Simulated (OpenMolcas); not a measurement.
**Lines of neutral silicon: computed and rescaled rates**

```yaml
Program: OpenMolcas 26.06
Method: "SS-CASPT2, IPEA 0.25 Eh, imaginary shift 0.1 Eh (closed shells correlated: 2s 2p)"
Basis: ANO-RCC-VQZP [6s5p3d2f1g]
Scalar_Hamiltonian: DKH2, point nucleus
Active_space: 4 electrons in 8 orbitals (3s 3p 4s 4p)
State_averaging: 2S+1 = 3 even, 3 roots; 2S+1 = 1 even, 6 roots; 2S+1 = 5 odd, 1 root; 2S+1 = 3 odd, 8 roots
Spin-orbit_coupling: RASSI with atomic mean-field integrals over the reference wave functions, term energies averaged over their components
```

Rates come from the transition moments of the reference wave functions (E1 and E2 in the length form). At fixed line strength A goes as λ^-3 for E1 and M1 and as λ^-5 for E2, so a rate at the computed wavelength can be rescaled to the measured one. Measured vacuum wavelengths follow from level energies in NIST Handbook of Basic Atomic Spectroscopic Data. Branching counts decays inside the model space alone, at computed energies, and the table is only a selection of the E2 and M1 lines, drawn from those between levels with measured partners whose computed energy lies within a factor of 1.5 of the measured one.

```json
{"Upper": "3s2 3p2 3P2", "Lower": "3s2 3p2 3P1", "Type": "M1", "λ computed (nm)": "84150", "λ measured (nm)": "68470", "A computed (s-1)": "2.27e-05", "A rescaled (s-1)": "4.21e-05", "Branching %": "100.0"}
{"Upper": "3s2 3p2 1D2", "Lower": "3s2 3p2 3P2", "Type": "M1", "λ computed (nm)": "1682", "λ measured (nm)": "1646", "A computed (s-1)": "1.68e-03", "A rescaled (s-1)": "", "Branching %": "73.1"}
{"Upper": "3s2 3p2 1D2", "Lower": "3s2 3p2 3P2", "Type": "E2", "λ computed (nm)": "1682", "λ measured (nm)": "1646", "A computed (s-1)": "1.87e-05", "A rescaled (s-1)": "", "Branching %": "0.8"}
{"Upper": "3s2 3p2 1D2", "Lower": "3s2 3p2 3P1", "Type": "M1", "λ computed (nm)": "1649", "λ measured (nm)": "1607", "A computed (s-1)": "5.96e-04", "A rescaled (s-1)": "", "Branching %": "25.9"}
{"Upper": "3s2 3p2 1S0", "Lower": "3s2 3p2 1D2", "Type": "E2", "λ computed (nm)": "1269", "λ measured (nm)": "1099", "A computed (s-1)": "5.36e-01", "A rescaled (s-1)": "1.10e+00", "Branching %": "95.9"}
{"Upper": "3s2 3p2 1S0", "Lower": "3s2 3p2 3P1", "Type": "M1", "λ computed (nm)": "717.2", "λ measured (nm)": "652.9", "A computed (s-1)": "2.22e-02", "A rescaled (s-1)": "", "Branching %": "4.0"}
```

Spin-changing lines and M1 lines between different terms are not rescaled, since their strength hangs on the term gaps too.

The largest correction is for 3s2 3p2 1S0 → 3s2 3p2 1D2 (E2): 5.36e-01 × (1269 / 1099)^5 = 1.10e+00 s-1, a factor of 2.05.

No measured rate stands beside these. Rescaling mends the energy factor alone: line strengths can still be far off where a level mixes with configurations outside the active space, and weak or spin-changing lines hang on small mixing coefficients that depend on the term gaps too, so rescaling need not improve them.

CASPT2 breaks the degeneracy within a term, and the mean is taken; among the terms shown or strongly mixed into the levels shown the widest spread is 63 cm-1 (3s2 3p2 1D). Over all roots computed the reference weight is 0.87 to 0.98; the roots of lowest weight are the least certain, and an intruder state may touch them. Active for correlation alone: 4p 4s; no level in the range computed is led by a configuration that fills them, so any true level of that kind is missing. Measured partners are found by configuration, term and J. A level has none where our copy of the source lacks it or the pairing is in doubt (some pairs that miss far off the trend of their configuration count as doubtful). Levels of configurations outside the active space are missing.
